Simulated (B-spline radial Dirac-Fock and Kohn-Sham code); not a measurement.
**Satellites and hypersatellites of the K lines of In³⁺**

System: In³⁺, [Kr] 4d10, inside a Watson sphere of charge -3 and radius 1.6 Å (a model of the Madelung potential; inside it an electron's potential energy is raised by 27.0 eV).

The run's input, task.json:

```json
{"items": [{
  "Z": 49,
  "q": 3,
  "cfg": [[1, 0, 2], [2, 0, 2], [2, 1, 6], [3, 0, 2], [3, 1, 6], [3, 2, 10], [4, 0, 2], [4, 1, 6], [4, 2, 10]],
  "A": 115,
  "rrms": 4.6156,
  "watson": [-3, 1.6],
  "do": ["binding", "quiet", "double"]
}]}
```

Run with: `python xray_run.py task.json out`

Calculated with a radial atomic solver, using Dirac-Fock (average of configuration) total-energy differences with a finite nucleus, the Breit interaction including its frequency dependence, and self-energy and vacuum-polarisation corrections. Each two-hole energy is an average over J within one jj subconfiguration, not an observable level; in light atoms, where LS coupling holds, the j-resolved values are not observed lines, and for a K spectator the Kα1 hypersatellite is nearly forbidden. The model has no electron correlation.

Lines without a spectator: Kα2 (K-L2) 24000.3 eV, Kα1 (K-L3) 24208.3 eV, Kβ3 (K-M2) 27233.9 eV, Kβ1 (K-M3) 27272.4 eV. Shifts in eV with one spectator hole (a dash: not computed, or left out as unreliable):

```csv
spectator hole,Kα2,Kα1,Kβ3,Kβ1
K (1s),+562.5,+579.7,+717.1,+720.7
L2 (2p1/2),+61.8,+77.9,–,+164.9
L3 (2p3/2),+60.7,+60.8,+146.4,–
M2 (3p1/2),–,+8.95,+19.93,+24.22
M3 (3p3/2),+6.66,–,+20.61,+20.04
M4 (3d3/2),+1.22,-1.36,–,–
M5 (3d5/2),-1.82,+0.06,–,–
```

With n spectator holes in 2p, averaged over the 2p shell (energies in eV):

```csv
n,KαLⁿ,step,hypersatellite KαʰLⁿ
0,24138.9,–,24712.9
1,24204.4,+65.4,24779.8
2,24271.1,+66.7,24847.9
3,24339.0,+68.0,24917.3
4,24408.3,+69.2,24988.0
5,24478.8,+70.5,25059.9
```
